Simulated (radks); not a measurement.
Values are calculated unless marked as measured or tabulated.
Effect of the nuclear size on the nickel ion Ni+, [Ar] 3d9. Level of theory: Dirac Kohn-Sham, relativistic LDA (MacDonald-Vosko exchange, VWN5 correlation), spin-unpolarised, spherical densities, finite nucleus; open shells are shared between the two j in proportion to 2j + 1; Fermi nuclear charge, rms radius 3.7757 fm (a radial shooting solver on a logarithmic mesh with Libxc functionals). The rms radius is varied about that value; shifts are against it.

| rms radius (fm) | total energy shift (eV) | density at nucleus (e/bohr^3) | 1s1/2 shift (meV) | 2s1/2 shift (meV) | 3s1/2 shift (meV) |
|---|---|---|---|---|---|
| 3.3906 | -0.0303 | 1.951e+04 | -12.8 | -1.20 | -0.181 |
| 3.4434 | -0.0263 | 1.949e+04 | -11.2 | -1.04 | -0.157 |
| 3.7757 | 0 | 1.941e+04 | 0.000 | 0.000 | 0.000 |
| 4.0778 | 0.0259 | 1.933e+04 | 11.0 | 1.03 | 0.155 |
| 4.2892 | 0.0452 | 1.928e+04 | 19.2 | 1.79 | 0.269 |

Slopes of the eigenvalues against <r^2> in GHz/fm^2, as finite differences over the two radii next to the reference (eigenvalue slopes, not the field-shift constants of lines): 1s1/2 1120, 2s1/2 105, 3s1/2 15.8.
